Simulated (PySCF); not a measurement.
## MP2 beside CCSD(T) along group 14: bonds to H

MP2 and CCSD(T) in PySCF with def2-SVPD on every atom (core potentials on Sn, Pb), for the lowest determinant that a PBE0 search found; no spin–orbit coupling.

```tsv
molecule	state (unpaired electrons)	MP2 Re (Å)	MP2 ωe (cm⁻¹)	MP2 De (eV)	CCSD(T) Re (Å)	CCSD(T) ωe (cm⁻¹)	CCSD(T) De (eV)
SiH	doublet (π ↑)	1.524	2102	2.80	1.532	2040	2.97
GeH	doublet (π ↑)	1.582	1988	2.60	1.594	1913	2.78
SnH	doublet (π ↑)	1.771	1754	2.31	?	?	?
PbH	doublet (π ↑)	1.840	1632	2.13	1.859	1554	2.33
```

(1) Estimate the CCSD(T) values of SnH by adding the mean shift from MP2 to CCSD(T) of the other rows, and compare with the calculation.

(2) What are the mean differences of MP2 from CCSD(T) over the whole series?

In a basis of this size CCSD(T) is itself not converged; it tends to give bonds that are too long and too weak.

Correlated steps freeze the inner cores (4 to 9 orbitals); shallow outer-core shells are correlated. Correlated levels converge slowly with the basis: in double zeta they bind strong bonds too weakly, by up to about 1 eV, and carry superposition errors of some tenths. These are scalar-relativistic numbers at best; spin–orbit coupling would shift them, the dissociation energy most. States were picked by a PBE0 search and need not be the measured ground states.

## Answers

(1) The mean shifts are +1.3 pm, -72 cm⁻¹ and +0.18 eV, which give 1.784 Å, 1682 cm⁻¹ and 2.49 eV. CCSD(T)/def2-SVPD gives Re = 1.784 Å, ωe = 1684 cm⁻¹, De = 2.50 eV.

(2) Re -1.3 pm, ωe +71 cm⁻¹, De -0.19 eV.
